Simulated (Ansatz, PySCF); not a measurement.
Stepwise substitution at one centre (In NH2-H). Gas-phase values, no solvent. One relaxed conformer stands for each flexible species; it need not be the lowest. Strings in code marks are SMILES.

Quantity: vertical ionisation energy (energy after one electron is removed minus that of the parent at the parent's geometry), in eV.

Level 1: frozen-core MP2/def2-TZVPP // CAM-B3LYP-D3(BJ)/def2-TZVP (Ansatz, a program for electronic structure)
Level 2: minus the HOMO energy of CAM-B3LYP-D3(BJ)/def2-TZVP (PySCF)
Level 3: minus the HOMO energy of HF/6-31G* (LANL2DZ on In) // CAM-B3LYP-D3(BJ)/def2-TZVP (PySCF)
Level 4: HF/def2-TZVPP // CAM-B3LYP-D3(BJ)/def2-TZVP (Ansatz)

| species | level 1 | level 2 | level 3 | level 4 |
|---|---|---|---|---|
| `[NH2][InH2]` | 9.31 | 8.36 | 9.91 | 7.57 |
